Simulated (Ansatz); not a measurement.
**HCN ··· GeH$_{4}$**

The pair of HCN (SMILES C#N, atoms 1–3) and GeH$_{4}$ (SMILES [GeH4], atoms 4–8), both closed shells, in one local arrangement (a lower one may exist), relaxed at PBE0-D4/def2-TZVP:

```
atom    x (Å)    y (Å)    z (Å)
  C1  -0.0902   0.3957  -2.8657
  N2  -0.0499   0.3505  -1.7221
  H3  -0.1278   0.4379  -3.9330
 Ge4   0.0533  -0.2344   1.6932
  H5  -1.3283  -0.6248   1.1559
  H6   1.1413  -1.0624   0.9999
  H7   0.0978  -0.5231   3.2047
  H8   0.3040   1.2607   1.4669
```

Computed with Ansatz 0.2.0 (basis: def2-TZVPPD, with def2-QZVPPD for the basis limit); correlated methods freeze the cores. Filled d shells of the heavier atoms are correlated. The def2 sets are not built for correlating such inner shells, so the correlated values are less sure here. B3LYP uses VWN-RPA correlation. Extrapolation: Hartree–Fock as exp(−7.88 √X), correlation as X^−2.97. Interaction energies count from these two fragments, frozen as in the pair, with the counterpoise correction; negative means bound.

Q: What is the interaction energy by CCSD(T) at an estimated basis limit (MP2 extrapolated from triple and quadruple zeta, plus CCSD(T) − MP2 in triple zeta)? (Judge from chemistry; the value comes from the calculation.)

A: Computed: -5.1 kJ/mol. Hartree–Fock alone gives -0.6 kJ/mol at the basis limit. It counts from the two fragments frozen as in the pair.

The same quantity by other methods in triple zeta, and each one's difference from that estimate:
| method | E_int (kJ/mol) | difference |
| --- | --- | --- |
| PBE-D4 | -5.2 | -0.1 |
| revPBE-D4 | -3.7 | 1.4 |
| BLYP-D4 | -3.8 | 1.3 |
| r2SCAN-D4 | -4.1 | 1.0 |
| B97M-V | -5.8 | -0.6 |
| PBE0-D4 | -5.1 | 0.1 |
| B3LYP-D4 | -4.6 | 0.5 |
| HSE06-D4 | -5.1 | 0.0 |
| wB97X-V | -5.4 | -0.3 |
| wB97M-V | -5.3 | -0.2 |
| B2PLYP | -2.6 | 2.5 |
| HF | -0.6 | 4.5 |
| MP2 | -5.3 | -0.2 |
| CCSD | -4.1 | 1.1 |
| CCSD(T) | -4.7 | 0.4 |
Differences are method less estimate.

Basis-set superposition shift (counterpoise-corrected less uncorrected): CCSD(T) 2.3; MP2 2.4; HF 0.4; PBE0-D4 0.4; wB97M-V 0.5 kJ/mol.

The T1 diagnostic stays at or below 0.015.

For scale, one of the runs: CCSD(T)/def2-TZVPPD, 213 basis functions, launched by `ansatz run in.yaml --threads 4 --pin off --events-out ev --progress --plain --max-ram 9574MiB`. Time: 47 s of wall clock on 4 CPU threads of an Intel Xeon Platinum 8259CL; the host was shared. Peak host memory: 3 GiB.
